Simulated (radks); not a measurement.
Initial-state core-level shifts of neutral mercury when its valence configuration changes from [Hg]. All-electron calculation, scalar-relativistic Kohn-Sham, PBE, spin-polarised, spherical densities, finite nucleus; open shells are filled with parallel spins first (spin-orbit coupling, left out, can overturn this in heavy ions); Fermi nuclear charge, rms radius 5.4648 fm. Program: a radial shooting solver on a logarithmic mesh with Libxc functionals. Shifts are changes of the shell-averaged eigenvalues in eV (positive: less bound); the change of the density at the nucleus, which sets a Mossbauer isomer shift, is in e/bohr^3, on a base of 2.5e+06.

valence                          2s       4p       4d       5s  density at nucleus
[Xe] 4f14 5d9 6s2 6p1        -5.660   -5.591   -5.592   -5.410               +66.1
[Xe] 4f14 5d8 6s2 6p2       -11.130  -10.951  -10.954  -10.498              +131.3
[Xe] 4f13.5 5d10 6s2 6p0.5   -9.887   -9.328   -9.051   -4.878              +116.2
[Xe] 4f14 5d10 6s1.5 6p0.5   -1.121   -1.133   -1.132   -1.146               -69.9
[Xe] 4f14 5d10 6s1 6p1       -2.019   -2.045   -2.043   -2.070              -148.2
[Xe] 4f13.5 5d9 6s2 6p1.5   -15.518  -14.863  -14.586  -10.176              +182.8
[Xe] 4f13 5d8 6s2 6p3       -31.312  -29.816  -29.256  -20.123              +372.4
[Xe] 4f12 5d10 6s2 6p2      -40.549  -37.807  -36.680  -19.371              +479.3
[Xe] 4f14 5d8 6s1 6p3       -12.461  -12.303  -12.304  -11.848               -69.0
